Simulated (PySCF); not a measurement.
arsine (AsH3), SMILES [AsH3]. Atoms are numbered in the order given.

```xyz
4

As     0.0000     0.0000     0.0723
H     -1.0974    -0.6336    -0.7954
H      0.0000     1.2671    -0.7954
H      1.0974    -0.6336    -0.7954
```

The structure is a stationary point at PBE-D3(BJ)/def2-TZVPD.

The numbers are results of PBE/pcSseg-2 (PySCF), not measurements.

GIAO shieldings, no solvent; atoms alike by connectivity are averaged. δ = σ(ref) − σ: ⁷⁵As against AsH3 (σ = 1880.9 ppm); ¹H against TMS (σ = 31.47 ppm), references at their B3LYP-D3(BJ)/def2-TZVP geometries, non-relativistic.

### Question
Estimate the chemical shifts. (Estimate from the structure and the level; the computed values follow.)

### Answer

```json
[
 {"nucleus": "⁷⁵As", "atoms": "As1", "count": "1", "δ (ppm)": "1.6"},
 {"nucleus": "¹H", "atoms": "H2, H3, H4", "count": "3", "δ (ppm)": "2.69"}
]
```
